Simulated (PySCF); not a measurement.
C₂H₇GeN. Atoms are numbered in the order given.

```xyz
11

Ge    -0.2593     0.4821    -0.0262
N     -1.9247    -0.2567     0.3069
C      1.1319    -0.8038    -0.5153
C      2.2031    -1.0388     0.2521
H     -0.4856     1.4913    -1.1719
H      0.2034     1.1845     1.2676
H     -1.9112    -1.0196     0.9829
H     -2.4013    -0.5888    -0.5305
H      1.0198    -1.3669    -1.4515
H      2.3643    -0.5060     1.1970
H      2.9731    -1.7695    -0.0230
```
Charge 0, spin multiplicity 1.

Coordinates come from a B3LYP-D3(BJ)/def2-SVP optimisation. The structure was generated by enumeration, and PubChem lists no compound with its InChIKey, so it may never have been made. One conformer was computed; it need not be the lowest.

All values below come from TDDFT-CAM-B3LYP/def2-SVPD (PySCF).

Vertical excitations. Isolated molecule, no solvent.

```json
[
 {"state": "S1", "energy (eV)": "5.88", "λ (nm)": "211", "f": "0.041", "main pairs": "HOMO→LUMO 85 %"},
 {"state": "S2", "energy (eV)": "6.57", "λ (nm)": "189", "f": "0.031", "main pairs": "HOMO→LUMO+1 57 %, HOMO−2→LUMO 15 %, HOMO→LUMO+2 14 %"},
 {"state": "S3", "energy (eV)": "7.12", "λ (nm)": "174", "f": "0.354", "main pairs": "HOMO−1→LUMO 71 %, HOMO→LUMO+1 14 %"},
 {"state": "S4", "energy (eV)": "7.41", "λ (nm)": "167", "f": "0.038", "main pairs": "HOMO→LUMO+2 39 %, HOMO→LUMO+1 21 %, HOMO−2→LUMO 8 %, HOMO−1→LUMO 8 %"},
 {"state": "S5", "energy (eV)": "7.66", "λ (nm)": "162", "f": "0.025", "main pairs": "HOMO−1→LUMO+1 46 %, HOMO−1→LUMO+2 18 %, HOMO→LUMO+3 10 %, HOMO−1→LUMO+3 8 %"},
 {"state": "S6", "energy (eV)": "7.78", "λ (nm)": "159", "f": "0.026", "main pairs": "HOMO−2→LUMO 38 %, HOMO→LUMO+2 19 %, HOMO→LUMO+3 18 %"},
 {"state": "S7", "energy (eV)": "7.86", "λ (nm)": "158", "f": "0.016", "main pairs": "HOMO→LUMO+3 40 %, HOMO−1→LUMO+1 21 %, HOMO→LUMO+6 9 %, HOMO→LUMO+7 7 %"},
 {"state": "S8", "energy (eV)": "7.97", "λ (nm)": "156", "f": "0.017", "main pairs": "HOMO→LUMO+5 40 %, HOMO−1→LUMO+2 14 %, HOMO→LUMO+4 10 %, HOMO−2→LUMO 6 %"},
 {"state": "S9", "energy (eV)": "8.05", "λ (nm)": "154", "f": "0.011", "main pairs": "HOMO→LUMO+4 36 %, HOMO→LUMO+5 27 %, HOMO→LUMO+6 19 %"},
 {"state": "S10", "energy (eV)": "8.17", "λ (nm)": "152", "f": "0.012", "main pairs": "HOMO−1→LUMO+2 53 %, HOMO→LUMO+3 13 %"},
 {"state": "T1", "energy (eV)": "4.24", "λ (nm)": "293", "f": "0", "main pairs": "HOMO−1→LUMO 62 %, HOMO→LUMO 12 %, HOMO−1→LUMO+1 10 %"},
 {"state": "T2", "energy (eV)": "5.45", "λ (nm)": "228", "f": "0", "main pairs": "HOMO→LUMO 72 %, HOMO−1→LUMO 13 %"},
 {"state": "T3", "energy (eV)": "6.15", "λ (nm)": "201", "f": "0", "main pairs": "HOMO→LUMO+1 40 %, HOMO−2→LUMO 25 %, HOMO→LUMO+2 20 %"},
 {"state": "T4", "energy (eV)": "7.14", "λ (nm)": "174", "f": "0", "main pairs": "HOMO→LUMO+1 50 %, HOMO→LUMO+2 15 %, HOMO−2→LUMO 13 %"}
]
```
Triplets are in the Tamm–Dancoff approximation, which puts them higher than full response would, so one can lie above its singlet here.
